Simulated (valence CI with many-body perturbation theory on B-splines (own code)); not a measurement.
Al VII: electric-dipole lines

Computed by relativistic CI+MBPT: five valence electrons over a frozen Dirac-Fock core [He], radial functions for each j: 9 s, 9 p, 8 d, 6 f, 3 g, 1 h, with the one-electron correlation potential Σ1 (screened to all orders), the two-electron term Σ2, the three-electron term Σ3, Breit, model QED; selected single and double excitations, second order for the rest, scaled by the run's own slope (own B-spline code, finite nucleus).

Set against measurement, 27 paired levels are off by 253 cm⁻¹ on average, the worst by 601. These come from a selection out of NIST levels in Kelleher and Podobedova, J. Phys. Chem. Ref. Data 37, 709 (2008); Martin and Zalubas, J. Phys. Chem. Ref. Data 8, 817 (1979). Levels without a partner in it may be off by more. Among the levels kept, up to 2700 cm⁻¹ of a level comes from second order outside the variational space, and about a tenth of that is noise between levels of different J, which matters for small intervals. 1 measured level below the end of the list, from 1318010 cm⁻¹ on, found no clear computed partner, and computed levels of the same name lie up to 2685 cm⁻¹ from them.

Lines 201 to 250 of 250 in falling wavelength, among levels below 1364200 cm⁻¹, chosen from the strongest by gf and those to the six lowest levels. Wavelengths and rates use the calculated energies, so an error of 300 cm⁻¹ moves a line at 8.131 nm by 0.024 % and its rate by three times that or more. Electric multipoles are in the length gauge, E1 and E2 with the static RPA response of the core. Weak lines are less certain than strong ones. Lines between different terms over intervals too small for the method are left out, as are lines whose strength nearly cancels. Where a level lies close to another of its J and parity, the split of strength between their lines is uncertain. The highest levels of a list are the least certain.

```
λ vac (nm)  λ from measured levels              Upper            Lower   A (s⁻¹)  S (a.u.)
     8.159                          2s2.2p2.3d 2P_1/2  2s2.2p3 2P°_1/2  7.76e+10  4.16e-02
     8.131                   8.130  2s2.2p2.3d 2F_5/2  2s2.2p3 2P°_3/2  2.30e+08  3.65e-04
     8.119                   8.117  2s2.2p2.3d 4P_5/2  2s2.2p3 2P°_3/2  1.27e+08  2.01e-04
     8.112                   8.110  2s2.2p2.3d 4P_3/2  2s2.2p3 2P°_3/2  3.64e+07  3.84e-05
     8.111                   8.108  2s2.2p2.3d 4P_3/2  2s2.2p3 2P°_1/2  6.40e+07  6.74e-05
     8.109                   8.106  2s2.2p2.3d 4P_1/2  2s2.2p3 2P°_3/2  3.14e+07  1.65e-05
     8.107                   8.105  2s2.2p2.3d 4P_1/2  2s2.2p3 2P°_1/2  1.41e+07  7.44e-06
     8.020                          2s2.2p2.3d 4F_3/2  2s2.2p3 2D°_3/2  3.72e+08  3.79e-04
     8.015                          2s2.2p2.3d 4F_5/2  2s2.2p3 2D°_5/2  2.16e+08  3.29e-04
     8.015                          2s2.2p2.3d 4F_5/2  2s2.2p3 2D°_3/2  3.05e+08  4.64e-04
     8.008                          2s2.2p2.3d 4F_7/2  2s2.2p3 2D°_5/2  4.69e+08  9.51e-04
     7.999                          2s2.2p2.3d 2D_3/2  2s2.2p3 2P°_3/2  4.75e+10  4.79e-02
     7.997                          2s2.2p2.3d 2D_3/2  2s2.2p3 2P°_1/2  1.60e+11  1.61e-01
     7.994                          2s2.2p2.3d 2D_5/2  2s2.2p3 2P°_3/2  1.71e+11  2.59e-01
     7.971                   7.969  2s2.2p2.3d 2P_3/2  2s2.2p3 2D°_5/2  2.68e+10  2.68e-02
     7.970                   7.969  2s2.2p2.3d 2P_3/2  2s2.2p3 2D°_3/2  1.08e+10  1.08e-02
     7.966                          2s2.2p2.3d 4D_1/2  2s2.2p3 2D°_3/2  8.41e+09  4.20e-03
     7.959                          2s2.2p2.3d 4D_5/2  2s2.2p3 2D°_5/2  4.06e+07  6.06e-05
     7.959                          2s2.2p2.3d 4D_5/2  2s2.2p3 2D°_3/2  1.00e+09  1.50e-03
     7.958                          2s2.2p2.3d 4D_3/2  2s2.2p3 2D°_5/2  7.07e+09  7.03e-03
     7.957                          2s2.2p2.3d 4D_3/2  2s2.2p3 2D°_3/2  5.09e+09  5.06e-03
     7.955                          2s2.2p2.3d 4D_7/2  2s2.2p3 2D°_5/2  1.30e+09  2.58e-03
     7.948                          2s2.2p2.3d 2P_1/2  2s2.2p3 2D°_3/2  2.21e+10  1.09e-02
     7.921                   7.920  2s2.2p2.3d 2F_5/2  2s2.2p3 2D°_5/2  8.92e+09  1.31e-02
     7.921                   7.920  2s2.2p2.3d 2F_5/2  2s2.2p3 2D°_3/2  1.15e+11  1.69e-01
     7.918                           2s.2p3.3p 6P_5/2  2s2.2p3 2P°_3/2  2.01e+05  2.96e-07
     7.910                   7.908  2s2.2p2.3d 4P_5/2  2s2.2p3 2D°_5/2  1.63e+08  2.38e-04
     7.910                   7.908  2s2.2p2.3d 4P_5/2  2s2.2p3 2D°_3/2  7.45e+07  1.09e-04
     7.904                   7.902  2s2.2p2.3d 4P_3/2  2s2.2p3 2D°_5/2  2.42e+08  2.35e-04
     7.903                   7.902  2s2.2p2.3d 4P_3/2  2s2.2p3 2D°_3/2  4.00e+06  3.89e-06
     7.903                   7.902  2s2.2p2.3d 2F_7/2  2s2.2p3 2D°_5/2  1.26e+11  2.46e-01
     7.900                   7.898  2s2.2p2.3d 4P_1/2  2s2.2p3 2D°_3/2  5.92e+07  2.88e-05
     7.795                          2s2.2p2.3d 2D_3/2  2s2.2p3 2D°_5/2  1.89e+10  1.77e-02
     7.795                          2s2.2p2.3d 2D_3/2  2s2.2p3 2D°_3/2  1.06e+11  9.88e-02
     7.791                          2s2.2p2.3d 2D_5/2  2s2.2p3 2D°_5/2  1.43e+11  2.00e-01
     7.790                          2s2.2p2.3d 2D_5/2  2s2.2p3 2D°_3/2  3.93e+10  5.50e-02
     7.717                           2s.2p3.3p 6P_7/2  2s2.2p3 2D°_5/2  4.47e+05  8.10e-07
     7.636                          2s2.2p2.3d 4F_3/2  2s2.2p3 4S°_3/2  4.22e+07  3.71e-05
     7.632                          2s2.2p2.3d 4F_5/2  2s2.2p3 4S°_3/2  1.16e+08  1.53e-04
     7.592                   7.592  2s2.2p2.3d 2P_3/2  2s2.2p3 4S°_3/2  4.72e+09  4.08e-03
     7.587                          2s2.2p2.3d 4D_1/2  2s2.2p3 4S°_3/2  2.58e+09  1.11e-03
     7.581                          2s2.2p2.3d 4D_5/2  2s2.2p3 4S°_3/2  1.80e+10  2.32e-02
     7.580                          2s2.2p2.3d 4D_3/2  2s2.2p3 4S°_3/2  5.27e+09  4.53e-03
     7.572                          2s2.2p2.3d 2P_1/2  2s2.2p3 4S°_3/2  1.21e+08  5.17e-05
     7.547                   7.548  2s2.2p2.3d 2F_5/2  2s2.2p3 4S°_3/2  1.00e+09  1.27e-03
     7.537                   7.536  2s2.2p2.3d 4P_5/2  2s2.2p3 4S°_3/2  5.18e+11  6.56e-01
     7.531                   7.531  2s2.2p2.3d 4P_3/2  2s2.2p3 4S°_3/2  5.27e+11  4.45e-01
     7.528                   7.528  2s2.2p2.3d 4P_1/2  2s2.2p3 4S°_3/2  5.35e+11  2.25e-01
     7.364                           2s.2p3.3p 6P_3/2  2s2.2p3 4S°_3/2  1.27e+07  1.00e-05
     7.363                           2s.2p3.3p 6P_5/2  2s2.2p3 4S°_3/2  2.73e+07  3.22e-05
```
